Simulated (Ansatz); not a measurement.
Geometry optimisation, Ansatz 0.2.0, RKS PBE-D4/def2-SVP.

The input (input.yaml):

```yaml
crystal:
  periodic: [false, false, false]
  atoms:
    - { symbol: B, position_ang: [-0.050156, -0.157971, -0.166322] }
    - { symbol: H, position_ang: [-0.072636, -0.515215, 0.982924] }
    - { symbol: "N", position_ang: [1.204341, -0.028255, -0.805703] }
    - { symbol: H, position_ang: [2.074113, -0.072269, -0.280295] }
    - { symbol: H, position_ang: [1.324581, 0.342463, -1.748119] }
    - { symbol: "N", position_ang: [-1.298364, 0.065142, -0.822334] }
    - { symbol: H, position_ang: [-2.183855, -0.179933, -0.385181] }
    - { symbol: H, position_ang: [-1.387494, 0.291631, -1.812487] }
    - { symbol: S, position_ang: [-0.352577, 2.477373, 1.444381] }
    - { symbol: H, position_ang: [-1.063813, 2.032079, 0.368299] }
    - { symbol: H, position_ang: [-0.158339, 1.155956, 1.805636] }
basis:
  gaussian: { orbitals: def2-SVP }
hamiltonian:
  xc: pbe
  dispersion: d4
relax:
  f_tol: 0.03
  max_steps: 50
```

Run as:

```bash
$ ansatz run input.yaml --threads 2 --pin off --max-ram 3072MiB --backend cpu --events-out ev --progress --plain --runs-dir out
```

Task: Where does it end, and by what steps?

Result: The run converged. The force dipped under the threshold on the way, but the program's further checks kept it going. After 13 steps the energy has fallen by 0.182 eV; H11 moved furthest, 1.29 Å.

```tsv
step	energy less start (eV)	largest force component (eV/Å)	accepted
0	0.0000	0.602	yes
1	-0.0952	0.365	yes
2	-0.1225	0.215	yes
3	-0.1395	0.296	yes
4	-0.1536	0.336	yes
5	-0.1560	0.760	yes
6	-0.1718	0.245	yes
7	-0.1784	0.071	yes
8	-0.1792	0.080	yes
9	-0.1808	0.109	yes
10	-0.1815	0.049	yes
11	-0.1821	0.015	yes
12	-0.1822	0.008	yes
13	-0.1822	0.017	yes
```

```xyz
11
Properties=species:S:1:pos:R:3
B 0.075 -0.448 -0.327
H 0.097 -1.151 0.668
N 1.280 -0.212 -1.024
H 2.173 -0.563 -0.684
H 1.367 0.385 -1.846
N -1.178 0.121 -0.721
H -2.053 -0.195 -0.304
H -1.320 0.622 -1.599
S -0.728 2.911 1.383
H -0.968 1.837 0.556
H -0.709 2.104 2.479
```

Whether the end is a true minimum wasn't checked by a vibrational analysis.

Time of the run: 25 s on 2 threads of Arm Neoverse V1, with other jobs on the host, peak memory 0.13 GiB.
